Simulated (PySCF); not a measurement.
Ligand exchange on a metal centre used in film growth or etching (Ti Cl-NH2). Gas-phase values, no solvent. One relaxed conformer stands for each flexible species; it need not be the lowest.

Method: PySCF with TPSSh-D3(BJ)/def2-TZVP // r2SCAN-D4/def2-SVP. All candidates: neutral, multiplicity 1. 

- HOMO–LUMO gap = 4.93 eV
- HOMO = -6.78 eV
- LUMO = -1.84 eV

Q: Name which member has these values.
A) [Ti(Cl)(NH2)3]
B) [Ti(Cl)3(NH2)]
C) [Ti(Cl)4]
D) [Ti(NH2)4]

A: A, [Ti(Cl)(NH2)3]. The others give [Ti(Cl)4]: 4.65 eV, -8.92 eV, -4.27 eV; [Ti(Cl)3(NH2)]: 4.03 eV, -7.76 eV, -3.73 eV; [Ti(NH2)4]: 4.83 eV, -6.01 eV, -1.18 eV
